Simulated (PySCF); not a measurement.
A GIAO shielding run with PySCF 2.14.0 with density-fitted response routines (density fitting, non-relativistic, gas phase) on SMILES CS[SiH]1OCCO1, C₃H₈O₂SSi:

```
$ OMP_NUM_THREADS=1 python probes_run.py task.json out

{"job": {"kind": "nmr", "xc": "PBE0", "basis": "pcSseg-1"}, "charge": 0, "multiplicity": 1}
C      3.031802     0.357067     0.630676
S      1.545188     1.227364     1.220375
Si     0.177374     0.494469    -0.218472
O     -1.282522     1.202549    -0.094037
C     -2.310970     0.261245    -0.013776
C     -1.697535    -1.154750    -0.099189
O     -0.310489    -1.044405     0.040111
H      3.857090     0.690091     1.249980
H      3.215191     0.616202    -0.406328
H      2.891387    -0.712726     0.737692
H      0.710180     0.642130    -1.566715
H     -2.836300     0.408760     0.933584
H     -3.006668     0.434508    -0.838408
H     -2.072761    -1.806421     0.692172
H     -1.915380    -1.608092    -1.070669
```

Hardware: 1 thread of an Arm Neoverse V2, shared host. The job also computes population analyses, field gradients, ring-centre shieldings.

Question: How large is the calculation?

Answer: 72 electrons, 173 basis functions and 945 auxiliary functions.

Question: How long does it take, and how much memory does it need?

Answer: 21 s of wall time, with 13 SCF cycles and 4 response iterations; peak memory 0.78 GiB. Times on a shared host scatter by some tens of per cent.
